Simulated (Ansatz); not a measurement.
Abridged output of a molecular run in Ansatz:

```
Functional definition: HF
1779 factors; integrals over basis functions are off by at most 9.2e-4 eV
mean field evaluation 1: about -35966.6778 eV, gradient 2.3e1 eV
mean field evaluation 2: about -35966.9569 eV, gradient 2.3e1 eV
mean field evaluation 4: about -35969.3801 eV, gradient 3.7e0 eV
mean field evaluation 8: about -35969.4351 eV, gradient 2.0e-1 eV
mean field evaluation 16: about -35969.4353 eV, gradient 2.1e-6 eV
mean field -35969.43533858 eV, -1321.8523677339 hartree, gradient 2.1e-6 eV, S^2 0.000000; 0 other end points of the search recorded, 0 dependent functions left out
21 core orbitals not correlated: weight in the atoms' cores, before any rotation towards them, 1.000 or more for the frozen orbitals, at most 0.000 for the correlated occupied ones
reference -35969.43533858 eV, -1321.8523677339 hartree; 15, 15 occupied and 275, 275 virtual orbitals, 1779 factors
second order -18.96441575 eV of doubles, -0.00000000 eV of singles
cycle   1  -20.48469367 eV  change    -1.5e0 eV  update   1.1e-1
cycle   2  -21.14282512 eV  change   -6.6e-1 eV  update   3.5e-2
cycle   3  -21.22712869 eV  change   -8.4e-2 eV  update   1.4e-2
cycle   4  -21.21830076 eV  change    8.8e-3 eV  update   4.4e-3
cycle   5  -21.21676610 eV  change    1.5e-3 eV  update   1.5e-3
cycle   6  -21.21644704 eV  change    3.2e-4 eV  update   4.8e-4
cycle   7  -21.21638177 eV  change    6.5e-5 eV  update   1.6e-4
cycle   8  -21.21643895 eV  change   -5.7e-5 eV  update   6.8e-5
cycle   9  -21.21645412 eV  change   -1.5e-5 eV  update   2.7e-5
perturbative correction -0.85941725 eV, -0.0315830015 hartree
Total energy: -35991.51120995 eV, -1322.6636410432 hartree
```

Its atoms:

Cartesian coordinates in Å:
```
Si -1.839 -0.337 1.505
Al -0.025 0.124 -0.074
Si 2.372 -0.210 0.306
C -0.543 0.888 -1.813
Cl -0.601 -0.919 -2.209
H -1.833 0.641 2.633
H -3.177 -0.246 0.851
H -1.725 -1.695 2.110
H 2.904 0.781 1.288
H 3.159 -0.050 -0.951
H 2.669 -1.564 0.855
H 0.183 1.320 -2.497
H -1.544 1.266 -2.004
```

Which basis set was used?
A. def2-TZVPPD
B. def2-TZVPP
C. cc-pV(Q+d)Z
D. def2-SVP

B. It gives 311 functions.

Write the keys of the input that set method, charge and spin (a neutral closed shell needs none for the last two).


```yaml
correlation: {method: ccsd_t}
```
